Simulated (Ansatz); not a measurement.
CHO₂ (SMILES O=[C-]O), charge -1, singlet, geometry from GFN2-xTB (a gas-phase anion, which may not be bound at this level). Base run: CCSD/aug-cc-pVDZ (Ansatz, a program for electronic structure).

Ansatz was given this input:
Ansatz 0.2 input:
```yaml
crystal:
  periodic: [false, false, false]
  atoms:
    - {symbol: O, position_ang: [-1.06017647, -0.42035133, -0.00039719]}
    - {symbol: C, position_ang: [0.00193940, 0.63730099, -0.02155352]}
    - {symbol: O, position_ang: [1.13549551, 0.10277181, 0.01219052]}
    - {symbol: H, position_ang: [-0.61418871, -1.28316976, 0.03497448]}
basis:
  gaussian:
    orbitals: aug-cc-pVDZ
total_charge: -1
magnetization: {spin_polarized: false}
correlation: {method: ccsd}
```

Q: The base was run again with changes. Order these runs by total energy, lowest first: electrons = all | method = mp2 | method = rpa | reference functional = pbe0.

A: method = rpa (ΔE vs base (mEh) -23.942), electrons = all (ΔE vs base (mEh) -6.625), reference functional = pbe0 (ΔE vs base (mEh) 3.924), method = mp2 (ΔE vs base (mEh) 6.809)

A gas-phase anion may not be bound at this level; its values then depend on the basis.
